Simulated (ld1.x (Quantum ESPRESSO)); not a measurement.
## strontium (Sr): one change to an RRKJ potential, before and after

```json
{
  "Element": "Sr",
  "Generator": "ld1.x (Quantum ESPRESSO) 7.5",
  "Type": "norm-conserving RRKJ (Kleinman–Bylander form)",
  "Functional": "LDA (PZ)",
  "Relativity": "scalar-relativistic",
  "Frozen core": "[Kr]",
  "Valence charge": "2",
  "Reference configuration": "4d1 5s1 5p0",
  "Partial waves": "5p (bound, empty): rc 4.20 bohr; 4d (bound): rc 3.35 bohr; 5s (bound): rc 2.90 bohr",
  "Local potential": "the s channel",
  "Core correction": "none",
  "rho0": "0.02"
}
```

Change: core correction a·sin(br)/r model core inside 3.40 bohr.

Cutoffs: the cutoffs (Ry, on a coarse ladder) from which the occupation-weighted sum of valence levels, in a spherical-Bessel basis at the reference potential, stays within 10 and 1 mRy of its value at 400 Ry; they do not see the model core or the augmentation charge, which bear on the density cutoff. Errors are all-electron minus pseudo energies relative to the spin-unpolarised reference configuration.

Problem. Predict the effect on cutoff, ghosts and configuration errors.

Solution. The potential gets neither clearly harder nor softer (10 Ry and 15 Ry → 10 Ry and 15 Ry); of the 9 tests that both files solve, the error grows in 0 and shrinks in 9 by more than 15 % and 0.3 meV (median size 141.1 → 42.2 meV); neither file shows a bound ghost. Exchange and correlation are not linear in the density, so unscreening with the valence charge alone errs where core and valence overlap; a model core restores that term. A model core, the more so a compact one, raises the density cutoff, which this test does not measure.

| quantity | base | changed |
| --- | --- | --- |
| cutoff, loose | 10 Ry | 10 Ry |
| cutoff, tight | 15 Ry | 15 Ry |
| bound ghosts | none | none |
| error for 4d0 5s2 5p0, meV [ΔE -2.34 eV] | +102 | +42 |
| error for 4d0 5s1 5p0, meV [ΔE 3.72 eV] | +165 | +59 |
| error for 4d0 5s1.5 5p0, meV [ΔE 0.07 eV] | +118 | +48 |
| error for 4d0.5 5s1.5 5p0, meV [ΔE -1.19 eV] | +19 | +8.3 |
| error for 4d0 5s0 5p2, meV [ΔE 2.59 eV] | +234 | +26 |
| error for 4d0 5s1 5p1, meV [ΔE 0.05 eV] | +141 | +40 |
| error for 4d1 5s0 5p0, meV [ΔE 5.52 eV] | +36 | +0.7 |
| error for 4d1 5s1 5p0 (spin-polarised), meV [ΔE -0.40 eV] | +254 | +99 |
| error for 4d0 5s1 5p0 (spin-polarised), meV [ΔE 3.55 eV] | +244 | +71 |
| s: phases at 4.57 bohr within 0.05 rad from the reference energy up to (Ry; the scan ends near 5) | 0.6 | 0.6 |
| p: phases at 4.57 bohr within 0.05 rad from the reference energy up to (Ry; the scan ends near 5) | n/a | n/a |
| d: phases at 4.57 bohr within 0.05 rad from the reference energy up to (Ry; the scan ends near 5) | 0.5 | 0.5 |
